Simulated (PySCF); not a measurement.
Ions at one geometry of [TlCl2]+

PySCF 2.14.0, RKS PBE0, Tl def2-SVP with ECP60, Cl def2-SVP; non-relativistic Hamiltonian with scalar-relativistic core potentials where named; density fitting; no spin-orbit coupling; singlets restricted, open shells unrestricted. The geometry is relaxed for charge +1, singlet, vacuum:

```xyz
3

Tl    0.0000    0.0000    0.4052
Cl    2.3001    0.0000    0.4058
Cl   -2.3001    0.0000    0.4058
```

Energies count from the relaxed state; an electron taken off or put on is at rest in vacuum. Charges and spins are Mulliken's.

```tsv
state	energy (eV)	spin squared	charge on Tl1 (e)	spin on Tl1 (e)	dipole about the centre of mass (D)
charge +1, singlet, vacuum	0.00	0.00	0.91	0.00	0.00
charge 0, doublet, vacuum	-7.88	0.75	0.48	0.36	0.00
```

What does the state charge +2, doublet, vacuum give?

energy (eV) 17.47, spin squared 0.76, charge on Tl1 (e) 1.14, spin on Tl1 (e) -0.05, dipole about the centre of mass (D) 0.00.

With an electron taken off (doublet) the charges change, summed by element, by Tl +0.24 e, Cl +0.76 e. The vertical ionisation energy is 17.47 eV, against −ε(HOMO) = 15.16 eV of the relaxed state. The level lies 2.3 eV too high, as is usual for semilocal functionals and global hybrids, which keep a self-interaction error.

With an electron put on (doublet) the charges change, summed by element, by Tl -0.43 e, Cl -0.57 e. The vertical electron affinity is 7.88 eV, against −ε(LUMO) = 10.15 eV of the relaxed state.

Open shells may have lower solutions than those found.
